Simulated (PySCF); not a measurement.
# One molecule, several mistakes: AlBH4NO

All numbers below are calculated, not measured. They come from PySCF 2.14.0, an open-source quantum chemistry program, on an isolated molecule that a program drew, which may never have been made. The molecule is AlBH4NO (charge 0, doublet), drawn as the SMILES string `N[B](O)[AlH]`.

Each row is a Hartree-Fock (HF) and frozen-core CCSD(T) single point in the cc-pV(D+d)Z basis, meant for a local HF minimum. Run 1 is clean. Each other run has one planted mistake out of seven kinds, and not every kind appears here: one electron removed, one electron added, multiplicity raised by two, geometry at a saddle point, minimal basis STO-3G, one bond length entered in bohr, all coordinates scaled. The reference is restricted for singlets and unrestricted otherwise, and also for a bond in bohr. Adding or removing an electron swaps singlet and doublet. Electrons count all cores. HOMO and LUMO are orbital energies over both spins, the gradient is its largest component, and the lowest frequency (negative if imaginary) is given only where the gradient is small. Bond lengths are over the 7 bonds as drawn. T1 is the CCSD diagnostic: over 0.02 (restricted) or 0.045 (unrestricted) a single reference is doubtful.

Geometry of the clean run:
```xyz
8
AlBH4NO, angstrom
N    -1.5473    1.3956   -0.5954
B    -1.4229    1.0438   -1.9468
O    -2.2985    0.0882   -2.4088
Al    0.0998    1.9923   -3.2162
H    -2.2350    0.9740   -0.0017
H    -0.9738    2.0729   -0.1428
H    -2.1875   -0.1241   -3.3204
H     0.2083    1.5577   -4.7570
```

| run | electrons | basis functions | <S^2> | HOMO (eV) | LUMO (eV) | gradient (hartree/bohr) | lowest frequency (cm^-1) | mean bond (Å) | longest bond (Å) | T1 | HF (hartree) | CCSD(T) (hartree) | mistake |
|---|---|---|---|---|---|---|---|---|---|---|---|---|---|
| 1 | 37 | 85 | 0.756 | -7.46 | 0.67 | 3.3e-05 | 127 | 1.3601 | 2.198 | 0.0164 | -398.29862 | -398.83367 | no fault |
| 2 | 37 | 85 | 3.756 | -6.30 | -0.91 | 5.9e-02 | - | 1.3601 | 2.198 | 0.0256 | -398.19906 | -398.72042 | multiplicity raised by two |
| 3 | 36 | 85 | 0.000 | -15.77 | -6.17 | 5.3e-02 | - | 1.3601 | 2.198 | 0.0199 | -398.04751 | -398.58382 | one electron removed |
| 4 | 38 | 85 | 0.000 | 0.16 | 6.18 | 3.1e-02 | - | 1.3601 | 2.198 | 0.0157 | -398.26734 | -398.83211 | ? |
| 5 | 37 | 28 | 0.756 | -3.64 | 8.07 | 6.6e-02 | - | 1.3601 | 2.198 | 0.0170 | -393.27948 | -393.46474 | ? |

**Which mistake was planted in run 4, and what did it cost?**

It counts 38 electrons, one more than the clean run, at the same geometry and basis. So the mistake is: one electron added. Subtracting run 1 and multiplying by 627.51 kcal/mol a hartree, the energy moved by 19.6 kcal/mol in HF and 1.0 kcal/mol in CCSD(T).

**Which mistake was planted in run 5, and what did it cost?**

It has 28 basis functions where the clean run has 85, with the same electrons and geometry. So the mistake is: minimal basis STO-3G. Subtracting run 1 and multiplying by 627.51 kcal/mol a hartree, the energy moved by 3149.6 kcal/mol in HF and 3369.1 kcal/mol in CCSD(T).

Cautions from the logs. Run 4: the HOMO is above zero, so the electron isn't bound and the energy depends on the basis.
